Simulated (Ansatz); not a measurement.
System: SnI, charge 0, doublet. SnI (SMILES [I][Sn], doublet).
B3LYP-D3(BJ)/def2-TZVP minimum from Ansatz (an electronic-structure program):
```xyz
2

Sn     0.0000     0.0000    -1.4135
I      0.0000     0.0000     1.3335
```
Charge 0, spin multiplicity 2.

Total energies in def2-QZVPP, 11 correlated electrons, 18 frozen orbitals. UHF or UKS for unpaired electrons; spin-orbit terms are left out. Cores are frozen in correlated methods (noble-gas shells, and filled d and f shells in the p block). Past Kr the def2 sets carry scalar-relativistic core potentials. Spin-orbit terms, left out, reach several kcal/mol for Br and I, and more for heavier atoms. The spin of ISn ([Sn][I], doublet) was assumed, and the state is the lowest solution found for it.

```
method    program  energy (Eh)  minus CCSDT(Q) (mEh)
--------  -------  -----------  --------------------
HF         Ansatz   -510.06958                254.88
MP2        Ansatz   -510.28785                 36.61
CCSD       Ansatz   -510.31062                 13.84
CCSD(T)    Ansatz   -510.32280                  1.66
CCSDT(Q)   Ansatz   -510.32447                  0.00
```

Rough core times of Ansatz's runs on a shared machine: CCSD(T) 2 min, CCSDT(Q) 2 h.
